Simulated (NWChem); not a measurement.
Molecule: C3H3N2, doublet; SMILES C1=CN=C[N]1

Computed with NWChem. Pople sets run with spherical d functions. Spin-unrestricted. In the optimisation the excess spin sits in b2 (C2v, its own frame). The geometry was optimised at PBE-D3(BJ)/def2-SVP, spin-unrestricted. No stability test was run on the SCF state.

Question: Order these by “lowest empty minus highest occupied level, either spin (eV)”, lowest first: PBE0/6-311++G**; PBE0/STO-3G; PBE0/6-31G*.

Answer: PBE0/STO-3G (3.28), PBE0/6-311++G** (3.42), PBE0/6-31G* (3.51)
